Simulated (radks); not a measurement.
All-electron atom: the iridium ion Ir36+ in [Kr] 4d5 (the NIST ground configuration). All-electron calculation, scalar-relativistic Kohn-Sham, SCAN, spin-polarised, spherical densities, finite nucleus; open shells are filled with parallel spins first (spin-orbit coupling, left out, can overturn this in heavy ions); meta-GGA in the generalised Kohn-Sham scheme; Fermi nuclear charge, rms radius 5.4032 fm. Program: a radial shooting solver on a logarithmic mesh with Libxc functionals.

Normalised radial functions P(r) = r R(r), r in bohr:

r,4s up,4p up
0.00134,0.2354,0.0098
0.001936,0.3022,0.0180
0.002775,0.3763,0.0325
0.003977,0.4507,0.0584
0.005701,0.5083,0.1036
0.008237,0.5169,0.1817
0.01181,0.4290,0.3027
0.01692,0.1966,0.4737
0.02426,-0.1907,0.6708
0.03505,-0.6326,0.8020
0.05023,-0.8081,0.6742
0.072,-0.3644,0.1103
0.1032,0.6281,-0.7490
0.1491,1.1756,-1.1311
0.2137,0.1478,-0.1814
0.3063,-1.5604,1.4227
0.4391,-1.7800,1.7904
0.6344,-0.6819,0.7876
0.9093,-0.0834,0.1168
1.303,-0.0022,0.0041

4s up: eigenvalue -2007.1 eV, 3 radial nodes at r = 0.0206, 0.0831, 0.220 bohr, <r> = 0.390 bohr, 90 % of the charge inside 0.551 bohr. 4p up: eigenvalue -1818.1 eV, 2 radial nodes at r = 0.0756, 0.223 bohr, <r> = 0.403 bohr, 90 % of the charge inside 0.575 bohr.

Empty levels of this run are not shown, since the potential may be unsettled where no density lies.
